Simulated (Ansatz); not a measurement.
Basis-set extrapolation for ClH₄NOSi, SMILES `N[SiH](O)Cl` (PBE0-D4/def2-TZVP geometry, frozen core, Ansatz). Multiplicity 1, RHF reference.

```json
{"": "HF", "def2-TZVPP": "-880.309393", "def2-QZVPP": "-880.338339"}
{"": "MP2 correlation", "def2-TZVPP": "-0.764502", "def2-QZVPP": "-0.830047"}
{"": "CCSD(T) correlation", "def2-TZVPP": "-0.828316", "def2-QZVPP": "not run"}
```

Energies in hartree. Use E(X) = E(∞) + A·exp(−7.88·√X) for Hartree–Fock and E(X) = E(∞) + B·X^(−2.97) for correlation, with X = 3 and 4, and add CCSD(T) minus MP2 of the smaller set to the MP2 limit.

What is the CCSD(T) energy at the basis-set limit?

HF limit: -880.338339 + (-0.028946) × 0.13774 = -880.34233. MP2 limit: -0.830047 + (-0.065545) × 0.74074 = -0.87860. Higher-order term: -0.828316 − (-0.764502) = -0.06381. Total: -881.28474 hartree, 386.0 kJ/mol below CCSD(T)/def2-TZVPP.
